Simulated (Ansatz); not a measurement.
Reaction (ligand exchange at the Sb–C bond): `[SiH3][CH2][SbH2]` + H₂Te → `[SbH2][TeH]` + `C[SiH3]`

Program: Ansatz. Geometries: PBE0-D4/def2-TZVP. ΔE: electronic, gas phase. CCSD(T)/CBS is the MP2 limit (def2-TZVPP, def2-QZVPP) plus CCSD(T) − MP2 in def2-TZVPP, frozen cores. This one scheme is used for every species. Functionals use def2-TZVPP. HSE06 is defined as in plane-wave codes. Elements past krypton have def2 core potentials. For Sb, Te outer-core shells are correlated without core-valence functions, which leaves a few kJ/mol of doubt a bond.

| level | ΔE (kJ/mol) | difference from CCSD(T)/CBS |
| --- | --- | --- |
| LDA (SPW92) | -97.3 | 1.0 |
| r2SCAN-D4 | -103.7 | -5.4 |
| B97M-V | -94.7 | 3.6 |
| HSE06-D4 | -104.9 | -6.6 |
| BHLYP-D4 | -107.2 | -8.9 |
| PBE | -106.2 | -7.9 |
| PBE0 | -107.2 | -8.9 |
| BHLYP | -109.5 | -11.2 |
| RPA@PBE/def2-TZVPP | -81.9 | 16.4 |
| HF/def2-SVP | -116.8 | -18.5 |
| CCSD/def2-SVP | -101.9 | -3.6 |
| SCS-MP2/def2-TZVPP | -92.8 | 5.5 |
| CCSD(T)/def2-TZVPP | -88.2 | 10.1 |
| HF/def2-QZVPP | -112.0 | -13.7 |
| MP2/CBS(def2) | -103.6 | -5.3 |
| CCSD/CBS(def2) | -100.1 | -1.8 |
| CCSD(T)/CBS | -98.3 | 0 |

(1) What do rigid-rotor, harmonic-oscillator terms from PBE0-D4/def2-TZVP frequencies (298.15 K, 1 bar) make of the CCSD(T)/CBS value? (Best estimate.)

Largest T1 diagnostic among the species: 0.013.

Answers

(1) Ansatz gave: ΔZPE = +11.1 kJ/mol, ΔH = -88.3 kJ/mol, ΔS = -4 J/(mol·K), ΔG = -87.0 kJ/mol. Modes under 50 cm⁻¹ make the entropy rough.

Leaving LDA and LC-ωPBE aside and taking each functional with its dispersion term where it has one, the values spread over 12.5 kJ/mol, from BHLYP-D4 to B97M-V. LDA lies +8.8 kJ/mol from PBE without D4. The D4 term adds +5.3 kJ/mol with B3LYP and +2.9 kJ/mol with PBE0; it sums over pairs of atoms, weighted by their polarisabilities, and B3LYP, whose exchange is more repulsive, gets the larger term.

B3LYP here is the variant with VWN-RPA as its local correlation; programs differ in this.
